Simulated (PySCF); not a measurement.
## Computed properties of FeO₄, SMILES [O]=[Fe](=[O])(=[O])=[O], multiplicity 1

FeO4, SMILES [O]=[Fe](=[O])(=[O])=[O], multiplicity 1. Geometry: PBE0-D3(BJ)/def2-SVP. The spin state was assumed, not searched. Other conformers were not sampled. All values are computed for the isolated molecule unless a solvent is named; none is compared with measurement here.

**Structure.** The optimised structure has Td symmetry. All 9 harmonic modes at PBE0-D3(BJ)/def2-SVP (PySCF) are real, so it is a minimum. With heavy atoms numbered as in [Fe:1](=[O:2])(=[O:3])(=[O:4])=[O:5], the shortest bond between them is Fe1–O2 at 1.554 Å and the longest Fe1–O5 at 1.554 Å.

**Vibrations.** The strongest infrared lines (harmonic, unscaled, degenerate partners summed) lie at 1029 cm⁻¹ (286 km/mol, O 70 %, Fe 30 %), 448 cm⁻¹ (6 km/mol, O 76 %, Fe 24 %). The softest mode is at 400 cm⁻¹ and the zero-point energy is 8.9 kcal/mol.

**Electronic structure.** CAM-B3LYP/def2-TZVP (PySCF) places the frontier levels at -11.57 and -5.41 eV, a gap of 6.16 eV, and gives a dipole moment of 0.00 D and a mean polarisability of 43.3 bohr³. PBE/def2-TZVP (PySCF) at the same geometry gives -8.60 and -6.75 eV, so its gap is 4.31 eV narrower. An orbital gap is neither the optical nor the fundamental gap.

**Excitations.** TDDFT-B3LYP/def2-SVPD (PySCF) has S1 at 1.58 eV (786 nm, f = 0.000, dark); the most intense of the 10 singlets computed lies at 2.21 eV (f = 0.01). Strengths of degenerate partners are summed. T1 (TDA) is at 0.89 eV. TDDFT-PBE/def2-SVPD (PySCF) puts S1 at 1.88 eV.
